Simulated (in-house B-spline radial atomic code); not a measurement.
A fraction x of an electron is removed from 4d in Ag III (Ag2+), starting from [Kr] 4d9 and keeping the highest spin. Computed with a B-spline radial code for spherical atoms: scalar-relativistic (X2C) SCAN, spin-polarised, spherical fractional occupations, Fermi nucleus of rms radius 4.5454 fm.

```tsv
x	E(x) - E(0) (eV)	4d down level (eV)
0	0.0000	-28.587
0.11	3.2270	-30.088
0.25	7.5744	-32.023
0.33	10.1809	-33.140
0.41	12.8770	-34.265
0.5	16.0182	-35.541
0.57	18.5410	-36.540
0.7	23.4126	-38.412
0.87	30.1528	-40.890
0.88	30.5624	-41.037
1	35.5929	-42.807
```

The exact functional would give a straight line between the two integer points. Deviations E(x) - E(0) - x[E(1) - E(0)], in eV: -0.688 at x = 0.11, -1.324 at x = 0.25, -1.565 at x = 0.33, -1.716 at x = 0.41, -1.778 at x = 0.5, -1.747 at x = 0.57, -1.502 at x = 0.7, -0.813 at x = 0.87, -0.759 at x = 0.88.

The curve lies below the straight line by up to 1.778 eV (at x = 0.5): convex, the delocalisation error that favours fractional charges.

Question: How well does Slater's transition state (minus the level at half occupation) give the ionisation energy?

Answer: It gives 35.541 eV against 35.593 eV from the two total energies; NIST lists 34.80 eV, ground level to ground level.
